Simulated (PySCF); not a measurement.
# Excitation energy of N by level of theory

N [He] 2s2 2p3 (4S) → N [He] 2s1 2p4 (4P), as a difference of total energies. Calculation: PySCF 2.14, in x2c-TZVPPall (5s3p2d1f, 31 functions); the spin-free X2C one-electron Hamiltonian (Gaussian nucleus). Correlated levels: valence and next inner shell: nothing frozen. The calculations carry no spin-orbit coupling.

```
                                method  excitation energy (cm⁻¹)
                                   UHF                     88334
    MP2 (valence and next inner shell)                     89222
SCS-MP2 (valence and next inner shell)                     89384
   CCSD (valence and next inner shell)                     88466
CCSD(T) (valence and next inner shell)                     88348
  CCSDT (valence and next inner shell)                     88261
```

Errors of the correlated levels include the incompleteness of this basis.

For comparison: 88132 cm⁻¹ (measured; NIST levels, between the centres of gravity of the two terms).
